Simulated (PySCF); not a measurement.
From one molecule to another.

First species: C7H16N2.
Cartesian coordinates in Å at the GFN2-xTB level; atoms count from 1:
```
atom  x, y, z in Å
C1    -2.7748   -1.7113    0.0714
C2    -2.9105   -0.3868    0.0795
N3    -1.9781    0.5403    0.4867
C4    -2.1790    1.9308    0.1601
N5    -0.6274    0.1903    0.6484
C6     0.0717   -0.1119   -0.6016
C7     1.4651   -0.6566   -0.3105
C8     2.3376    0.3521    0.4328
C9     3.7186   -0.2147    0.7381
H10   -3.6039   -2.3406   -0.1912
H11   -1.8587   -2.2139    0.3287
H12   -3.8604    0.0598   -0.1819
H13   -2.0839    2.1367   -0.9140
H14   -1.4294    2.5087    0.6965
H15   -3.1700    2.2414    0.4890
H16   -0.5856   -0.6154    1.2691
H17   -0.4859   -0.8307   -1.2216
H18    0.1516    0.8261   -1.1600
H19    1.9401   -0.9250   -1.2568
H20    1.3768   -1.5683    0.2866
H21    1.8378    0.6348    1.3600
H22    2.4404    1.2521   -0.1768
H23    3.6382   -1.1049    1.3582
H24    4.3257    0.5166    1.2662
H25    4.2328   -0.4852   -0.1821
```

Second species: C7H7N3.
Cartesian coordinates in Å at the GFN2-xTB level; atoms count from 1:
```xyz
17
C7H7N3 angstrom
C      1.5960    2.1458    0.5350
C      1.4665    0.9562    0.4303
C      1.3182   -0.4281    0.2948
C      2.0638   -1.5005    0.7645
N      1.4834   -2.6288    0.3322
N      0.4471   -2.3365   -0.3624
N      0.3166   -1.0205   -0.4117
C     -0.7785   -0.3763   -1.0874
C     -1.8373    0.0256   -0.1000
C     -2.1934    1.2744    0.1275
H      1.7198    3.1819    0.6383
H      2.9518   -1.5048    1.3613
H     -0.4003    0.4999   -1.6222
H     -1.1796   -1.1050   -1.7979
H     -2.2838   -0.7942    0.4458
H     -2.9506    1.5264    0.8494
H     -1.7467    2.0965   -0.4072
```

Levels: PBE0/pcSseg-1 for HOMO energy, LUMO energy and HOMO–LUMO gap. Geometries: GFN2-xTB. Each species is one conformer at its optimised geometry, gas phase, non-relativistic unless stated; the electronic structure was computed with PySCF and density fitting.

Dipoles, sizes and rotational constants follow the conformer. The torsions of the flexible species, by atom-mapped SMILES:
- `[CH:1]#[C:2][c:3]1[cH:4][n:5][n:6][n:7]1[CH2:8][CH:9]=[CH2:10]`: N6–N7–C8–C9 99°, N7–C8–C9–C10 117°

The conformers of `C=CN(C)NCCCC` aren't listed.

```tsv
property	column X	column Y
HOMO energy	-7.27 eV	-5.50 eV
LUMO energy	-1.09 eV	1.01 eV
HOMO–LUMO gap	6.18 eV	6.51 eV
```

Question: Which column belongs to which species?

Answer: Column X is the second species and column Y the first. The first has 25 atoms and 72 electrons, the second 17 and 70.

Question: How does each property change from the first species to the second?

Answer: HOMO energy -1.77 eV; LUMO energy -2.10 eV; HOMO–LUMO gap -0.33 eV.

